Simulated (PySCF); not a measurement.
SMILES C(#C)[SiH2]SC, singlet, GFN2-xTB optimised geometry.

```
11

C      2.39     1.25     2.41
C      2.10     0.58     1.45
Si     1.54    -0.42     0.00
S     -0.61    -0.42     0.00
C     -0.93     1.37     0.00
H      2.67     1.82     3.24
H      1.90    -1.82     0.13
H      2.00     0.24    -1.22
H     -2.00     1.50     0.04
H     -0.53     1.81    -0.91
H     -0.46     1.82     0.87
```

Density from PySCF with PBE/def2-TZVP at that geometry.

Minimum of the electron density along straight lines between bonded atoms, close to the bond critical point (lines longer than 1.1 times the sum of covalent radii, or with two minima, are not listed):

| bond | length / Å | ρ at the minimum / e bohr⁻³ | ∇²ρ there / e bohr⁻⁵ | position (fraction from the first atom) |
|---|---|---|---|---|
| C1–C2 | 1.203 | 0.423 | [?] | 0.52 |
| C2–Si3 | 1.849 | 0.115 | 0.27 | 0.61 |
| Si3–S4 | 2.154 | 0.099 | [?] | 0.36 |
| S4–C5 | 1.819 | 0.174 | -0.26 | 0.53 |
| C1–H6 | 1.053 | 0.297 | -1.11 | 0.66 |
| Si3–H7 | 1.452 | 0.128 | 0.16 | 0.50 |
| Si3–H8 | 1.462 | 0.126 | [?] | 0.50 |
| C5–H9 | 1.085 | 0.281 | -0.96 | 0.65 |
| C5–H10 | 1.086 | 0.281 | -0.96 | 0.64 |
| C5–H11 | 1.086 | 0.282 | -0.96 | 0.65 |

Question: Complete the blanks.

Answer: 
- C1–C2, ∇²ρ there / e bohr⁻⁵: -1.28
- Si3–S4, ∇²ρ there / e bohr⁻⁵: 0.07
- Si3–H8, ∇²ρ there / e bohr⁻⁵: 0.15
